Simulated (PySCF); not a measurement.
Relaxation of singlet MoH₇⁻

All numbers come from PBE0 in PySCF with Mo def2-TZVPD with ECP28, H def2-TZVPD; scalar-relativistic core potentials, no spin–orbit coupling; density-fitted integrals. A (50,194) grid was used.

A hand-made capped octahedral start, of C3v symmetry, held to at least that symmetry:

Coordinates in bohr (charge -1 multiplicity 1):
```
Mo    0.0000    0.0000    0.0047
H     0.0005    0.0000    3.2172
H     3.1032    0.0000    0.8356
H    -1.5514    2.6874    0.8364
H    -1.5514   -2.6873    0.8364
H     1.2301    2.1312   -2.0604
H    -2.4613    0.0000   -2.0598
H     1.2301   -2.1312   -2.0604
```

Optimiser trace:
```tsv
step	E − E(last) (kJ/mol)	largest gradient (Eh/bohr)
0	194.95	0.10875
1	127.53	0.06376
2	60.03	0.01731
3	39.02	0.03725
4	14.31	0.03072
5	2.24	0.00381
6	1.31	0.00671
7	0.10	0.00438
8	0.00	0.00101
9	0.00	0.00019
```

It ends at C3v with Mo–H 1.669 Å (×3), Mo–H 1.688 Å (×3), Mo–H 1.878 Å; H–Mo–H 62.4° (×3), H–Mo–H 65.6° (×6), H–Mo–H 98.4° (×3), H–Mo–H 117.9° (×3), H–Mo–H 118.4° (×3), H–Mo–H 143.3° (×3) (after a last refinement on a finer grid). No frequency check is given, so it may be a saddle point. Other isomers or separated fragments may lie lower.

Final geometry:
Coordinates in bohr (charge -1 multiplicity 1):
```
Mo    0.0000    0.0000    0.0548
H     0.0006    0.0000    3.6035
H     3.1566    0.0000   -0.4103
H    -1.5784    2.7337   -0.4095
H    -1.5784   -2.7337   -0.4095
H     0.9427    1.6334   -2.4726
H    -1.8866    0.0000   -2.4722
H     0.9426   -1.6335   -2.4726
```

Stability towards spin polarisation was not tested.

The relaxation took about 60 core-seconds on a shared host.
